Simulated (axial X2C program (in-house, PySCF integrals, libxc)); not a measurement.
## WBr: from the spin-free to the two-component result

Calculated with an in-house relativistic program for diatomic molecules. Spin-free means the one-electron spin-free X2C Hamiltonian; two-component (2c) means X2C with spin–orbit coupling and atomic mean-field two-electron Coulomb and Gaunt terms, so the difference of the two also holds small scalar two-electron terms. Basis: W dyall-cv3z [13s14p9d7f4g], Br dyall-cv3z [8s9p6d4f1g] (cores contracted in-house); Gaussian nuclei, density fitting, unrestricted open shells. Masses: W 183.951 u, Br 78.918 u.

Spin-free state: M_S = 5/2, Λ = 0 (beyond evenly filled blocks: σα, π+α, π-α, δ+α, δ-α); fragments W + Br.

```
level  Re (Å)  ωe (cm⁻¹)  μ (D)
 PBE0   2.410      259.2  -3.14
   HF   2.496      238.4  -4.35
  MP2   2.406      262.8    n/a
PBE50   2.410      262.3  -3.63
  LDA   2.362      272.9  -2.31
```

Correlated methods: 27 electrons correlated (number of frozen shells: W 5 s, 4 p, 2 d; Br 3 s, 2 p, 1 d), 329 virtual spin orbitals or spinors in MP2.

Dipoles are positive if Br is the positive end.

Two-component determinant lowest at the distance of the search:

Ω = 5/2 (⟨Sz⟩ = 2.48, ⟨Lz⟩ = 0.02 at HF); fragments W + Br.

| level | Re (Å) | ωe (cm⁻¹) | μ (D) |
| --- | --- | --- | --- |
| PBE0 | 2.410 | 258.8 | -3.12 |
| HF | 2.495 | 238.3 | -4.31 |
| MP2 | 2.405 | 262.4 | n/a |
| PBE50 | 2.410 | 262.0 | -3.61 |
| LDA | 2.361 | 272.2 | -2.29 |

Question: From the two tables, how do the constants change at the MP2 level (2c against spin-free)?

Answer: At the MP2 level Re is unchanged within 0.001 Å and ωe falls by 0.4 cm⁻¹.

Occupations by symmetry block were frozen at the best pattern of an incomplete PBE0 search. De is not given where an atomic determinant may have missed its ground term or J level, or where the truncated virtual space spoils (T). Density functionals use the spin component along the axis (collinear). The functionals have no current-density term, which raises determinants with orbital currents, atoms included. With several unpaired electrons one determinant need not be a pure state. This is the top spin component of a Σ state; components of lower Ω are not single determinants and can lie lower. The stretched end of a curve changes character and is left out.
